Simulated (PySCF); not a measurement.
LiCl, SMILES [Li][Cl]. Atoms are numbered in the order given.

```xyz
2

Li     0.0000     0.0000    -1.7170
Cl     0.0000     0.0000     0.3030
```

The structure is a stationary point at PBE0-D3(BJ)/def2-TZVPD.

All values below come from PBE/pcSseg-2 (PySCF).

GIAO shieldings, no solvent; atoms alike by connectivity are averaged. δ = σ(ref) − σ: ³⁵Cl against HCl (σ = 936.5 ppm), references at their B3LYP-D3(BJ)/def2-TZVP geometries, non-relativistic (without spin–orbit terms, shifts of atoms bonded to Cl or Br come out too high).

Computed chemical shifts:
```csv
nucleus,atoms,count,δ (ppm)
³⁵Cl,Cl2,1,-59.4
```
